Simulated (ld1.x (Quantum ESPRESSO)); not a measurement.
# Pseudopotential generation for neon: RRKJ, BLYP, scalar-relativistic.

```
Element                 : Ne
Generator               : ld1.x (Quantum ESPRESSO) 7.5
Type                    : norm-conserving RRKJ (Kleinman–Bylander form)
Functional              : BLYP
Relativity              : scalar-relativistic
Frozen core             : [He]
Valence charge          : 8
Reference configuration : 2s2 2p6
Partial waves           : 2s (bound): rc 0.60 bohr; 2p (bound): rc 1.05 bohr
Local potential         : all-electron potential smoothed inside 1.05 bohr (lloc = -1)
Core correction         : none
rho0                    : 0.01
```

* Cutoffs needed: 260 Ry and over 300 Ry (the cutoffs (Ry, on a coarse ladder) from which the occupation-weighted sum of valence levels, in a spherical-Bessel basis at the reference potential, stays within 10 and 1 mRy of its value at 400 Ry)
* Ghost test: no extra level below or beside the all-electron valence levels (s, p, d, f tested) (spherical-Bessel basis up to 400 Ry, 20 bohr box)
* Largest excitation error: +967 meV (all-electron minus pseudo) for 2s2 2p2, out of 6 test configurations
